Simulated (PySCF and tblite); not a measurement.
The numbers below are computed, except where a source is named.
C₅H₇F₃O₂, numbered as in [F:1][C:2]([F:3])([F:4])[CH:5]1[O:6][CH2:7][CH2:8][CH2:9][O:10]1.

Free energies: PBE0-D3(BJ)/def2-SVPD on PBE0-D3(BJ)/def2-SVP structures plus GFN2-xTB thermal terms, symmetry and mirror images included. Conformers within 4 kcal/mol (GFN2-xTB free energy) were kept, 5 at most. Run with PySCF (density fitting) and tblite.

Rotational constants are equilibrium values for the commonest isotopes; dipoles come from the energy level named.

The 6-ring runs over atoms 5–6–7–8–9–10. Of a mirror pair one member is shown.

| conformer | shape | symmetry | weight % |
| --- | --- | --- | --- |
| 1 | 6-ring chair (all substituents equatorial) | Cs | 97.0 |
| 2 | 6-ring chair (C2 axial) | Cs | 2.6 |
| 3 | 6-ring twist-boat (ring torsions -67, 23, 38, -64, 23, 43°) | C1 (pair) | 0.4 |
| 4 | 6-ring between boat and twist-boat (ring torsions -51, 59, -16, -38, 51, -3°) | C1 (pair) | 0.0 |

Sets of constants, in random order:

| set | A (MHz) | B (MHz) | C (MHz) | abs μa (D) | abs μb (D) | abs μc (D) |
| --- | --- | --- | --- | --- | --- | --- |
| P | 2343 | 1134 | 1014 | 2.96 | 0.45 | 0.31 |
| Q | 2637 | 1008 | 893 | 3.44 | 0.24 | 0.29 |
| R | 2356 | 1130 | 996 | 2.66 | 0.01 | 0.92 |
| S | 2647 | 971 | 838 | 4.15 | 0.00 | 1.41 |

Question: Match each set to its conformer.

Answer: P is conformer 4, Q is conformer 3, R is conformer 2, S is conformer 1.
